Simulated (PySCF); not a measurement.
# Reading the logs of faulty runs: B2C2H7

All numbers below are calculated, not measured. The program is PySCF 2.14.0, an open-source quantum chemistry code, run on an isolated molecule that a program drew, which may never have been made. The molecule is B2C2H7 (charge 0, doublet), drawn as the SMILES string `[BH]CCB`.

Each row is a Hartree-Fock (HF) and frozen-core CCSD(T) single point in the cc-pVDZ basis, meant for a local HF minimum. Run 1 is clean. Each other run has one planted mistake out of seven kinds, and not every kind appears here: one electron removed, one electron added, multiplicity raised by two, geometry at a saddle point, minimal basis STO-3G, one bond length entered in bohr, all coordinates scaled. The reference is restricted for singlets and unrestricted otherwise, and also for a bond in bohr. Adding or removing an electron swaps singlet and doublet. Electrons count all cores. HOMO and LUMO are orbital energies over both spins, the gradient is its largest component, and the lowest frequency (negative if imaginary) is given only where the gradient is small. Bond lengths are over the 10 bonds as drawn. T1 is the CCSD diagnostic: over 0.02 (restricted) or 0.045 (unrestricted) a single reference is doubtful.

Geometry of the clean run:
```xyz
11
B2C2H7, angstrom
B     0.8081   -2.2660    2.1688
C    -0.0068   -1.0407    1.6324
C    -0.5289   -1.1229    0.1862
B    -1.5406   -2.2797   -0.1534
H     1.3520   -3.1282    1.5334
H    -0.8214   -0.8009    2.3245
H     0.6957   -0.1975    1.7419
H     0.3103   -1.2701   -0.5124
H    -0.9687   -0.1675   -0.1286
H    -1.7823   -3.1670    0.6245
H    -2.0784   -2.3060   -1.2283
```

| run | electrons | basis functions | <S^2> | HOMO (eV) | LUMO (eV) | gradient (hartree/bohr) | lowest frequency (cm^-1) | mean bond (Å) | longest bond (Å) | T1 | HF (hartree) | CCSD(T) (hartree) | mistake |
|---|---|---|---|---|---|---|---|---|---|---|---|---|---|
| 1 | 29 | 91 | 0.753 | -8.77 | 2.05 | 3.5e-05 | 104 | 1.2686 | 1.574 | 0.0103 | -129.09032 | -129.58865 | no fault |
| 2 | 29 | 27 | 0.752 | -7.29 | 6.83 | 2.3e-02 | - | 1.2686 | 1.574 | 0.0054 | -127.52066 | -127.73517 | minimal basis STO-3G |
| 3 | 29 | 91 | 3.766 | -6.52 | -1.84 | 1.1e-01 | - | 1.2686 | 1.574 | 0.0291 | -128.89541 | -129.38889 | multiplicity raised by two |
| 4 | 28 | 91 | 0.000 | -16.98 | -6.33 | 8.8e-02 | - | 1.2686 | 1.574 | 0.0149 | -128.81219 | -129.30383 | ? |
| 5 | 29 | 91 | 0.753 | -8.70 | 2.10 | 1.2e-02 | - | 1.2470 | 1.547 | 0.0102 | -129.08758 | -129.58341 | ? |

**Which mistake was planted in run 4, and what did it cost?**

It counts 28 electrons, one fewer than the clean run, at the same geometry and basis. So the mistake is: one electron removed. Subtracting run 1 and multiplying by 627.51 kcal/mol a hartree, the energy moved by 174.5 kcal/mol in HF and 178.7 kcal/mol in CCSD(T).

**Which mistake was planted in run 5, and what did it cost?**

The mean and the longest bond both change by the same factor, 0.983, and the gradient is no longer small. So the mistake is: all coordinates scaled. Subtracting run 1 and multiplying by 627.51 kcal/mol a hartree, the energy moved by 1.7 kcal/mol in HF and 3.3 kcal/mol in CCSD(T).

